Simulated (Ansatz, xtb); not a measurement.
System: C4H5O2 (charge 0, doublet). It need not be the lowest isomer of its formula. 
Geometry from a B3LYP-D3(BJ)/def2-TZVP (Ansatz, an electronic-structure program) optimisation:
```
C
O 1 1.2088
C 1 1.5000 2 123.98
H 3 1.0868 1 109.69 2 0.00
H 3 1.0919 4 110.61 1 -121.43
H 3 1.0919 4 110.61 5 -117.15
C 1 1.5425 2 120.00 3 -180.00
O 7 1.2364 1 119.53 2 -180.00
C 7 1.4191 8 123.14 1 -180.00
H 9 1.0798 7 120.70 8 180.00
H 9 1.0809 10 120.58 7 -180.00
```
Charge 0, spin multiplicity 2.

Harmonic wavenumbers from GFN2-xTB (xtb, at its own minimum), cm⁻¹: 61, 96, 243, 271, 353, 443, 549, 566, 615, 710, 765, 967, 977, 985, 1099, 1151, 1348, 1382, 1415, 1426, 1635, 1800, 3014, 3030, 3052, 3110, 3167.

Task: Give the harmonic wavenumbers at B3LYP-D3(BJ)/def2-TZVP (Ansatz, finite differences of forces, unscaled).

Result: 44, 122, 255, 355, 376, 426, 523, 539, 637, 698, 838, 952, 1022, 1031, 1157, 1315, 1393, 1454, 1460, 1461, 1528, 1781, 3048, 3100, 3155, 3165, 3282 cm⁻¹. Zero-point energy 50.2 kcal/mol.

Task: From these and the geometry, give the ideal-gas thermochemistry at 298.15 K and 1 atm (rigid rotor, harmonic oscillator).

Result: Point group Cs, rotational symmetry number 1. Rotational constants 5.516, 3.523, 2.178 GHz. S(trans) 39.24, S(rot) 26.43, S(vib) 15.40, S(elec, spin only) 1.38, S 82.4 cal/(mol K). H(298) - H(0) 4.81 kcal/mol; G - E(el) 30.4 kcal/mol.
